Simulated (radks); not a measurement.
Coulomb parameter of the 3d shell of neutral zinc in the model configuration [Ar] 3d8.5 4s2 4p1.5, as a second difference U = [E(n + 0.25) + E(n - 0.25) - 2 E(n)] / (0.25)^2 with all orbitals relaxed. "Bare": the charge of the atom changes with n. "Screened": the 4p shell takes up the change at fixed total charge, which measures U(3d,3d) + U(4p,4p) - 2 U(3d,4p). Calculated with a radial shooting solver on a logarithmic mesh with Libxc functionals: Dirac Kohn-Sham, PBE, spin-unpolarised, spherical densities, point nucleus; open shells are shared between the two j in proportion to 2j + 1.

case,configuration,E - E(n) (eV)
start,[Ar] 3d8.5 4s2 4p1.5,0.000
bare +0.25,[Ar] 3d8.75 4s2 4p1.5,-5.122
bare -0.25,[Ar] 3d8.25 4s2 4p1.5,6.110
screened +0.25,[Ar] 3d8.75 4s2 4p1.25,-4.565
screened -0.25,[Ar] 3d8.25 4s2 4p1.75,5.022

U(bare) = 15.807 eV, U(screened by 4p) = 7.313 eV, against the Slater integral F0(3d,3d) = 30.760 eV with frozen orbitals. The step up makes a negative ion, whose loosely bound charge lowers the bare value.
